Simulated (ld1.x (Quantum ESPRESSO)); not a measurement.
aluminium: one change to a TM potential, before and after

- Element: aluminium
- Generator: ld1.x (Quantum ESPRESSO) 7.5
- Type: norm-conserving Troullier–Martins (Kleinman–Bylander form)
- Functional: PBE
- Relativity: scalar-relativistic
- Frozen core: [Ne]
- Valence charge: 3
- Reference configuration: 3s2 3p1
- Partial waves: 3p (bound): rc 2.95 bohr; 3d channel at 0.1 Ry: rc 3.05 bohr; 3s (bound): rc 1.50 bohr
- Local potential: the s channel
- Core correction: none

All-electron outer shells of the reference configuration (PBE, scalar-relativistic, ld1.x):

```json
{"shell": "2s", "level (eV)": "-108.17", "outermost node (bohr)": "0.16", "outermost maximum (bohr)": "0.50"}
{"shell": "2p", "level (eV)": "-69.64", "outermost node (bohr)": "–", "outermost maximum (bohr)": "0.43"}
{"shell": "3s", "level (eV)": "-7.75", "outermost node (bohr)": "0.80", "outermost maximum (bohr)": "2.09"}
{"shell": "3p", "level (eV)": "-2.71", "outermost node (bohr)": "0.82", "outermost maximum (bohr)": "2.64"}
```

Change: all radii scaled by about 0.94 (s 1.42, p 2.78, d 2.88 bohr).

Cutoffs: the cutoffs (Ry, on a coarse ladder) from which the occupation-weighted sum of valence levels, in a spherical-Bessel basis at the reference potential, stays within 10 and 1 mRy of its value at 400 Ry; they do not see the model core or the augmentation charge, which bear on the density cutoff. Errors are all-electron minus pseudo energies relative to the spin-unpolarised reference configuration.

Problem. How do hardness, ghosts and transferability respond?

Solution. The potential gets harder (25 Ry and 60 Ry → 35 Ry and 70 Ry); of the 7 tests that both files solve, the error grows in 3 and shrinks in 1 by more than 15 % and 0.3 meV (median size 8.1 → 9.6 meV); neither file shows a bound ghost. A smaller radius makes the pseudo-wave follow the all-electron one further in, where it bends more sharply, so more plane waves are needed.

| quantity | base | changed |
| --- | --- | --- |
| cutoff, loose | 25 Ry | 35 Ry |
| cutoff, tight | 60 Ry | 70 Ry |
| loose cutoff by channel (10 mRy a level) | p 6 Ry, s 18 Ry | p 6 Ry, s 30 Ry |
| bound ghosts | none | none |
| error for 3s2 3p0, meV [ΔE 5.76 eV] | -2.3 | -0.4 |
| error for 3s1 3p0, meV [ΔE 24.99 eV] | +21 | +25 |
| error for 3s2 3p0.5, meV [ΔE 2.09 eV] | -0.3 | 0.0 |
| error for 3s2 3p1.3, meV [ΔE -0.57 eV] | 0.0 | +0.1 |
| error for 3s0 3p3, meV [ΔE 10.45 eV] | +50 | +62 |
| error for 3s1 3p2, meV [ΔE 5.14 eV] | +8.1 | +9.6 |
| error for 3s1 3p1, meV [ΔE 11.57 eV] | +13 | +14 |
